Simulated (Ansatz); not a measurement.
Geometry optimisation, RKS PBE-D4/def2-mTZVP in Ansatz 0.2.0.

The input (input.yaml):

```yaml
crystal:
  periodic: [false, false, false]
  atoms:
    - { symbol: Si, position_ang: [0.0, 0.0, 0.0] }
    - { symbol: "N", position_ang: [0.0, 0.0, 2.17] }
    - { symbol: H, position_ang: [-0.877, -0.2713, 2.7] }
    - { symbol: H, position_ang: [0.877, 0.2713, 2.7] }
    - { symbol: H, position_ang: [1.3768, 0.0, -0.4862] }
    - { symbol: H, position_ang: [-0.6877, 1.1914, -0.4862] }
    - { symbol: H, position_ang: [-0.6877, -1.1914, -0.4862] }
    - { symbol: O, position_ang: [1.0334, -1.5693, 0.6243] }
    - { symbol: Si, position_ang: [0.4633, -3.1494, 0.6523] }
    - { symbol: H, position_ang: [1.1755, -3.9422, -0.3456] }
    - { symbol: H, position_ang: [0.6835, -3.7235, 1.9765] }
    - { symbol: H, position_ang: [-0.9651, -3.1575, 0.3504] }
    - { symbol: H, position_ang: [0.6708, -1.0187, 1.7475] }
basis:
  gaussian: { orbitals: def2-mTZVP }
hamiltonian:
  xc: pbe
  dispersion: d4
relax:
  f_tol: 0.15
  max_steps: 25
  restrain:
    - { distance: [0, 7], at: 2.88, k: 30.0 }
    - { distance: [12, 1], at: 2.26, k: 30.0 }
    - { distance: [0, 1], at: 1.82, k: 30.0 }
    - { distance: [12, 7], at: 1.01, k: 30.0 }
output:
  orbitals: {}
```

Run as:

```bash
$ ansatz run input.yaml --threads 4 --pin off --max-ram 5120MiB --backend cpu --events-out ev --progress --plain --runs-dir out
```

Where does it end, and by what steps?

The run converged. The restraints hold the end off the free minimum; the threshold counts their pulls, which the force column leaves out. Restrained pairs: Si1–O8 (1.98 → 2.89 Å), N2–H13 (1.29 → 2.25 Å), Si1–N2 (2.17 → 1.80 Å), O8–H13 (1.30 → 0.99 Å). After 10 steps the energy has fallen by 2.491 eV (the restraints' own energy left out); H4 moved furthest, 0.91 Å.

```tsv
step	energy less start (eV)	largest force component (eV/Å)	accepted
0	0.0000	1.971	yes
1	-0.3683	2.497	yes
2	-0.5836	3.583	yes
3	-1.2216	2.637	yes
4	-2.0423	0.652	yes
5	-2.2603	0.794	yes
6	-2.3577	0.859	yes
7	-2.4604	0.681	yes
8	-2.4313	1.158	no
9	-2.4846	0.692	yes
10	-2.4912	0.643	yes
```

```xyz
13
Properties=species:S:1:pos:R:3
Si -0.082 0.345 0.170
N -0.045 0.254 1.968
H -0.938 0.096 2.438
H 0.425 1.023 2.443
H 1.325 0.442 -0.310
H -0.803 1.573 -0.325
H -0.827 -0.835 -0.354
O 1.327 -2.106 0.771
Si 0.556 -3.589 0.701
H 1.163 -4.339 -0.438
H 0.736 -4.362 1.975
H -0.920 -3.443 0.463
H 1.146 -1.620 1.617
```

Time of the run: 14 s on 4 threads of Arm Neoverse V2 (shared host), peak memory 0.16 GiB.
